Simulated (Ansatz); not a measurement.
Basis-set series for CH₇BSi₂ (`[SiH3]C1B[SiH2]1`). Total charge 0; spin multiplicity 1. The geometry is a stationary point of PBE0-D4/def2-TZVP.

```
functional       basis  functions  energy (Eh)  HOMO (eV)  LUMO (eV)
   PBE0-D4  def2-TZVPP        244   -645.79386      -6.86      -1.96
   PBE0-D4  def2-QZVPP        464   -645.81743      -6.86      -1.98
   ωB97M-V  def2-TZVPP        244   -646.03000      -8.93      -0.01
   ωB97M-V  def2-QZVPP        464   -646.05180      -8.93      -0.07
```

(1) Give the rows for def2-SVP. (Best estimate.)

Answers

(1) Ansatz gave: 
```csv
functional,basis,functions,energy (Eh),HOMO (eV),LUMO (eV)
PBE0-D4,def2-SVP,99,-645.51968,-6.85,-1.91
ωB97M-V,def2-SVP,99,-645.74950,-8.89,0.15
```
